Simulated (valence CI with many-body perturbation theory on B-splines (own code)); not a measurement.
## E1 line list for Te20+

Level of theory: relativistic CI+MBPT: four valence electrons over a frozen Dirac-Fock core [Ar] 3d10, a basis of 11 s, 11 p, 9 d, 7 f, 5 g, 2 h, 1 i functions for each j, with the one-electron correlation potential Σ1 (screened to all orders), the two-electron term Σ2, the three-electron term Σ3, Breit, model QED; selected single and double excitations, second order for the rest (own B-spline code, finite nucleus).

No measured levels were compared; by estimate levels hold to about 250 cm⁻¹ or 0.2 % of their energy and the worst to 1 %, as in measured heavy ions of charge 2 to 7; those with d or f electrons hold less well.

Lines 51 to 100 of 227 in falling wavelength, among levels below 1371000 cm⁻¹, chosen from the strongest by gf and those to the six lowest levels. Wavelengths and rates use the calculated energies, so an error of 1000 cm⁻¹ moves a line at 19.64 nm by 0.2 % and its rate by three times that or more. Electric multipoles are in the length gauge, E1 and E2 with the static RPA response of the core. Weak lines are less certain than strong ones. Lines between different terms over intervals too small for the method are left out, as are lines whose strength nearly cancels. Where a level lies close to another of its J and parity, the split of strength between their lines is uncertain. The highest levels of a list are the least certain.

Names give the largest LS component (configuration and term), which can be under half, so a name can repeat, a term be missing and a line seem to break the LS rules; names also repeat where a configuration has a term twice. Letters in brackets count levels of one name in rising energy.

| λ vac (nm) | Upper | Lower | A (s⁻¹) | log gf | Branch % |
| --- | --- | --- | --- | --- | --- |
| 19.64 | 4s.4p2.4d 3P_1 [a] | 4s2.4p.4d 3F°_2 | 6.21e+09 | -0.97 | 4.2 |
| 19.57 | 4s.4p2.4d 3D_2 [a] | 4s2.4p.4d 3D°_1 | 3.72e+09 | -0.97 | 2.6 |
| 19.56 | 4s.4p2.4d 3D_3 [a] | 4s2.4p.4d 3F°_3 | 3.38e+09 | -0.87 | 4.0 |
| 19.56 | 4s.4p2.4d 3P_0 [b] | 4s2.4p.4d 3D°_1 | 1.89e+10 | -0.97 | 9.1 |
| 19.53 | 4s.4p2.4d 3F_2 [b] | 4s2.4p.4d 3F°_2 | 1.75e+10 | -0.30 | 14.8 |
| 19.50 | 4s.4p3 3D°_1 | 4s2.4p2 3P_0 | 2.12e+10 | -0.44 | 86.9 |
| 19.44 | 4s.4p3 3P°_1 | 4s2.4p2 1D_2 | 7.80e+08 | -1.88 | 2.2 |
| 19.43 | 4s.4p2.4d 3D_1 [c] | 4s2.4p.4d 3D°_1 | 1.08e+10 | -0.74 | 4.4 |
| 19.33 | 4s.4p2.4d 3F_2 [c] | 4s2.4p.4d 3D°_1 | 1.46e+10 | -0.39 | 6.2 |
| 19.24 | 4s.4p2.4d 3D_3 [b] | 4s2.4p.4d 3F°_3 | 3.51e+09 | -0.87 | 1.8 |
| 19.23 | 4s.4p3 3P°_0 | 4s2.4p2 3P_1 | 2.35e+10 | -0.89 | 100.0 |
| 19.21 | 4s.4p3 1D°_2 | 4s2.4p2 1D_2 | 3.10e+10 | -0.07 | 93.5 |
| 19.03 | 4s.4p2.4d 3F_3 [b] | 4s2.4p.4d 3P°_2 [a] | 8.03e+09 | -0.52 | 6.2 |
| 18.95 | 4s.4p2.4d 3D_2 [c] | 4s2.4p.4d 3D°_1 | 8.81e+09 | -0.62 | 5.4 |
| 18.91 | 4s.4p3 1P°_1 | 4s2.4p2 1S_0 | 1.66e+10 | -0.57 | 12.4 |
| 18.91 | 4s2.4p.4d 3F°_2 | 4s2.4p2 3P_2 | 8.65e+09 | -0.63 | 25.1 |
| 18.88 | 4s.4p2.4d 3D_2 [b] | 4s2.4p.4d 3P°_2 [a] | 1.09e+10 | -0.53 | 4.5 |
| 18.82 | 4s.4p2.4d 3P_1 [b] | 4s2.4p.4d 3P°_2 [a] | 2.15e+10 | -0.47 | 12.6 |
| 18.78 | 4s.4p3 3P°_1 | 4s2.4p2 3P_1 | 2.84e+10 | -0.35 | 81.1 |
| 18.56 | 4s.4p3 1D°_2 | 4s2.4p2 3P_1 | 3.29e+08 | -2.07 | 1.0 |
| 18.53 | 4p4 3P_0 | 4s.4p3 3D°_1 | 3.23e+10 | -0.78 | 53.2 |
| 18.44 | 4s.4p2.4d 3G_3 | 4s.4p3 3P°_2 | 4.60e+09 | -0.78 | 17.9 |
| 18.40 | 4p4 1D_2 | 4s.4p3 3D°_3 | 1.04e+10 | -0.58 | 26.7 |
| 18.24 | 4s.4p2.4d 3F_3 [b] | 4s2.4p.4d 3F°_3 | 3.21e+10 | 0.05 | 24.6 |
| 18.23 | 4s.4p2.4d 3F_2 [c] | 4s2.4p.4d 3F°_3 | 8.16e+09 | -0.69 | 3.4 |
| 18.12 | 4s.4p2.4d 3P_1 [c] | 4s2.4p.4d 3D°_1 | 8.78e+09 | -0.89 | 4.1 |
| 18.11 | 4s.4p2.4d 3D_1 [a] | 4s2.4p.4d 3F°_2 | 3.86e+10 | -0.24 | 29.8 |
| 18.07 | 4s2.4p.4d 3D°_1 | 4s2.4p2 1S_0 | 1.52e+08 | -2.65 | 0.1 |
| 17.90 | 4s.4p2.4d 3D_2 [c] | 4s2.4p.4d 3F°_3 | 5.84e+10 | 0.15 | 35.7 |
| 17.84 | 4s.4p2.4d 3P_2 [b] | 4s2.4p.4d 3P°_2 [a] | 2.12e+10 | -0.30 | 8.5 |
| 17.82 | 4p4 3P_2 | 4s.4p3 5S°_2 | 6.54e+09 | -0.81 | 14.7 |
| 17.80 | 4p4 3P_1 | 4s.4p3 3D°_2 | 1.47e+10 | -0.68 | 27.5 |
| 17.74 | 4s.4p3 3S°_1 | 4s2.4p2 1D_2 | 8.71e+10 | 0.09 | 62.6 |
| 17.64 | 4s2.4p.4d 3F°_3 | 4s2.4p2 3P_2 | 3.02e+08 | -2.01 | 1.0 |
| 17.44 | 4s.4p3 1P°_1 | 4s2.4p2 3P_2 | 7.99e+10 | 0.04 | 59.6 |
| 17.25 | 4s.4p2.4d 3D_2 [a] | 4s2.4p.4d 3F°_2 | 3.28e+10 | -0.14 | 23.1 |
| 17.19 | 4s.4p3 3S°_1 | 4s2.4p2 3P_1 | 2.94e+10 | -0.41 | 21.1 |
| 17.14 | 4s.4p2.4d 3P_2 [b] | 4s2.4p.4d 3F°_3 | 1.02e+10 | -0.65 | 4.1 |
| 17.06 | 4s.4p2.4d 3D_1 [a] | 4s.4p3 3P°_2 | 1.72e+10 | -0.65 | 13.2 |
| 16.95 | 4p4 3P_1 | 4s.4p3 3D°_1 | 1.10e+10 | -0.85 | 20.6 |
| 16.95 | 4s2.4p.4d 3P°_2 [a] | 4s2.4p2 3P_2 | 4.32e+09 | -1.03 | 2.6 |
| 16.76 | 4s.4p2.4d 3D_2 [c] | 4s2.4p.4d 3F°_2 | 7.70e+09 | -0.79 | 4.7 |
| 16.73 | 4s.4p3 3P°_2 | 4s2.4p2 1D_2 | 1.97e+07 | -3.38 | 0.1 |
| 16.73 | 4s2.4p.4d 3D°_1 | 4s2.4p2 3P_2 | 8.38e+09 | -0.98 | 3.0 |
| 16.53 | 4s.4p2.4d 3F_2 [a] | 4s.4p3 3D°_3 | 6.63e+09 | -0.87 | 14.1 |
| 16.25 | 4s.4p2.4d 5D_1 | 4s.4p3 3D°_2 | 8.58e+09 | -0.99 | 50.2 |
| 16.23 | 4s.4p3 3P°_2 | 4s2.4p2 3P_1 | 6.15e+08 | -1.92 | 3.3 |
| 16.12 | 4s.4p2.4d 3P_1 [a] | 4s.4p3 1D°_2 | 2.19e+10 | -0.59 | 14.7 |
| 16.12 | 4s.4p2.4d 3D_1 [a] | 4s.4p3 3S°_1 | 1.39e+10 | -0.79 | 10.7 |
| 16.11 | 4s.4p2.4d 3P_1 [c] | 4s2.4p.4d 3F°_2 | 8.74e+09 | -0.99 | 4.1 |
